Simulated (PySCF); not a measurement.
**MF2+ across group 9**

Level: PBE0, basis family def2-TZVP, scalar-relativistic core potentials from Rb on and no relativity for lighter atoms.

Each entry is the lowest minimum that a search over a few typed start shapes (and spin states, where more than one is plausible) found, or that minimum re-optimised at the stated level; isomers with ligand–ligand bonds, or fragments after loss of a ligand pair, can lie lower. Open shells are unrestricted; no spin–orbit coupling; PySCF with density fitting.

```csv
molecule,2S+1,point group,mean bond to the central atom (Å),distinct angles (°)
CoF₂⁺,5,D∞h,1.661,180
RhF₂⁺,5,D∞h,1.802,180
IrF₂⁺,5,D∞h,1.806,180
```

The bond lengthens at every step; the largest change, 0.141 Å, falls between CoF₂⁺ and RhF₂⁺ among the members listed.

The 4d and 5d members differ by only 0.004 Å, the mark of the lanthanide contraction and relativistic shrinkage of 6s.

Spin–orbit coupling can matter for IrF₂⁺.

Left out of the table are members whose search was unfinished or whose lowest solution was spin-contaminated, unstable, very soft or bonded differently.

Open d and f shells are single-determinant solutions and may miss the true ground state.
